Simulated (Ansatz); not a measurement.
Coupled-cluster diagnostics for PbO₂H₂, Ansatz.

Geometry of the singlet (PBE0-D4/def2-TZVP):

```
atom    x (Å)    y (Å)    z (Å)
 Pb1  -0.5709   1.0657  -1.3941
  O2   0.9143  -0.1011   0.4032
  O3  -1.4338  -0.4978  -0.6542
  H4   0.0435  -0.5813   0.3150
  H5   1.0470   0.1145   1.3301
```

In the def2 sets Pb takes a core potential; there is no spin–orbit coupling. Correlated methods freeze 6 core orbitals; core or outer-core shells of Pb are correlated, in sets that lack core-valence functions. Another isomer (singlet) lies 1.30 eV lower at PBE0-D4/def2-TZVP; other spin states weren't run for this one.

Question: Estimate the CCSD(T) correlation energy, the shares of MP2 and (T), T1 and the reference's ⟨S²⟩ for: charge 0, singlet, own geometry in def2-TZVPP; and the rough time on 4 threads of Arm Neoverse V1 on a shared host.

Answer: 
```json
{"state": "charge 0, singlet, own geometry", "basis": "def2-TZVPP", "correlation (eV)": "-24.962", "MP2 share (%)": "100.7", "(T) share (%)": "3.9", "T1": "0.029", "⟨S²⟩ (pure)": "0.00 (0.00)", "wall time": "14 s", "remarks": "large T1 (0.029)"}
```
Customary marks for T1 are 0.02 (closed shells), 0.045 (open shells) and about 0.05 (3d metals). T1 exceeds 0.02 in 1 of 1 rows and 0.045 in 0; the higher it lies, the less the single-reference result can be trusted.
